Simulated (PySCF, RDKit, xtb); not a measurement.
Complex: PH3 (SMILES P) (first 4 atoms) with HI (SMILES I); geometry from B3LYP-D3(BJ)/def2-TZVP, rigid monomers moved along the line of their centres of mass till P1···H6 is 2.32 Å.
(charge 0, multiplicity 1):
```xyz
6

P     -0.4959    -0.5533     0.4139
H     -1.8481    -0.6696     0.0101
H     -0.1615     0.3996    -0.5789
H     -0.0545    -1.6663    -0.3421
I      0.4868    -0.0598     4.2111
H      0.0859    -0.2641     2.6437
```

Counterpoise-corrected where a basis set is named; no monomer relaxation. Rows marked so take none. RDKit's UFF carries no charges.

Rows in LANL2DZ carry no dispersion term and start afresh at each structure. LANL2DZ brings its own core potentials from Na on.

The values were computed with PySCF for LANL2DZ rows; RDKit for the force fields; xtb for the GFN methods. Each number belongs to the level named beside it.

Q: One of these levels gives -2.58 kcal/mol for the interaction energy. Name it.
(A) GFN1-xTB
(B) B3LYP/LANL2DZ (no counterpoise)
(C) GFN-FF
(D) UFF

A: B, B3LYP/LANL2DZ (no counterpoise). The others give 10.92 (UFF), -2.95 (GFN-FF), -0.73 (GFN1-xTB)
